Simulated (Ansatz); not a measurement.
Molecule: tribromo(ethenyl)germane, C$_{2}$H$_{3}$Br$_{3}$Ge (charge 0, singlet). 
Geometry from a B3LYP-D3(BJ)/def2-TZVP (Ansatz, a quantum-chemistry and plane-wave program) optimisation:
```xyz
9

C     -2.9964    -0.7739    -0.6588
C     -2.2587     0.0186     0.1053
Ge    -0.3267     0.0316     0.0441
Br     0.4520     2.1378    -0.5214
Br     0.5533    -0.5018     2.1186
Br     0.4613    -1.4921    -1.5097
H     -4.0793    -0.7585    -0.6019
H     -2.5566    -1.4656    -1.3673
H     -2.7047     0.7091     0.8128
```
Charge 0, spin multiplicity 1.

Dipole moments at this geometry, in debye (magnitudes).

| level | program | dipole (D) |
|---|---|---|
| PBE/def2-TZVPD | Ansatz | 2.56 |
| BLYP/def2-TZVPD | Ansatz | 2.57 |
| r2SCAN/def2-TZVPD | Ansatz | 2.66 |
| r2SCANh/def2-TZVPD | Ansatz | 2.68 |
| r2SCAN0/def2-TZVPD | Ansatz | 2.70 |
| CCSD(T)/aug-cc-pVDZ | Ansatz | ___ |

Complete the blanks.


- CCSD(T)/aug-cc-pVDZ, dipole (D): 2.49
